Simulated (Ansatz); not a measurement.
The molecule P2-, multiplicity 2 (lowest of 2S+1 = 2, 4 at CCSD(T)/def2-TZVPP on PBE0 minima; our sources give no spin for the ground state, which may be another). The T1 diagnostic near the minimum is 0.075, so single-reference values are doubtful.

Constants: fifth-degree fit in 1/R to seven points, most abundant isotopes. In def2 and cc sets the state is the lowest found near the PBE0 minimum, followed along R.

Codes used: Ansatz (a first-principles code) with Gaussian orbitals. 

Energies at CAM-B3LYP/def2-TZVPP:

```json
[
 {"R (Å)": "1.832979", "E (hartree)": "-682.72503044"},
 {"R (Å)": "1.882252", "E (hartree)": "-682.73184368"},
 {"R (Å)": "1.927584", "E (hartree)": "-682.73485628"},
 {"R (Å)": "1.978829", "E (hartree)": "-682.73521667"},
 {"R (Å)": "2.030073", "E (hartree)": "-682.73297981"},
 {"R (Å)": "2.089202", "E (hartree)": "-682.72788186"},
 {"R (Å)": "2.158185", "E (hartree)": "-682.71937537"}
]
```

### Question
With a reduced mass of 15.4869 u, find the minimum, the force constant and the constants.

### Answer
A fifth-degree polynomial in 1/R puts the minimum at r_e = 1.9592 Å with force constant 469 N/m. Then ω_e = (1/2πc)√(k/μ) = 717 cm⁻¹ and B_e = h/(8π²cμr_e²) = 0.2836 cm⁻¹; the cubic and quartic terms give α_e = 0.0013 and ω_e x_e = 2.2 cm⁻¹.
